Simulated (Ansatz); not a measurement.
The input (input.yaml):

```yaml
crystal:
  periodic: [false, false, false]
  atoms:
    - { symbol: Si, position_ang: [-1.320447, 0.432859, -0.030291] }
    - { symbol: F, position_ang: [-1.083716, -0.811446, 1.692864] }
    - { symbol: H, position_ang: [-1.179196, 1.169584, -1.349091] }
    - { symbol: H, position_ang: [-1.227031, 1.53327, 0.958589] }
    - { symbol: H, position_ang: [-2.571411, -0.340555, -0.216133] }
    - { symbol: H, position_ang: [-0.142696, -0.992312, 0.928673] }
    - { symbol: "N", position_ang: [0.24202, -0.607005, -0.143408] }
    - { symbol: C, position_ang: [1.529075, 0.094946, -0.235112] }
    - { symbol: H, position_ang: [0.158202, -1.324226, -0.867142] }
    - { symbol: H, position_ang: [1.636779, 0.758393, 0.635384] }
    - { symbol: H, position_ang: [1.594175, 0.707904, -1.148855] }
    - { symbol: H, position_ang: [2.364344, -0.62151, -0.225379] }
basis:
  gaussian: { orbitals: def2-SVP }
hamiltonian:
  xc: b3lyp
  dispersion: d4
md:
  timestep: 0.5
  n_steps: 200
  ensemble: nve
  temperature: 100.0
  initial_velocities: maxwell_boltzmann
  seed: 7554
```

Command:

```bash
$ ansatz run input.yaml --threads 2 --pin off --max-ram 3072MiB --backend cpu --events-out ev --progress --plain --runs-dir out
```

Hardware: 2 threads of Arm Neoverse V2, on a shared host.

Task: Roughly how long does this run take, and how much memory?

Result: 6.4 min, with a peak of 0.2 GiB, for 201 ionic steps.
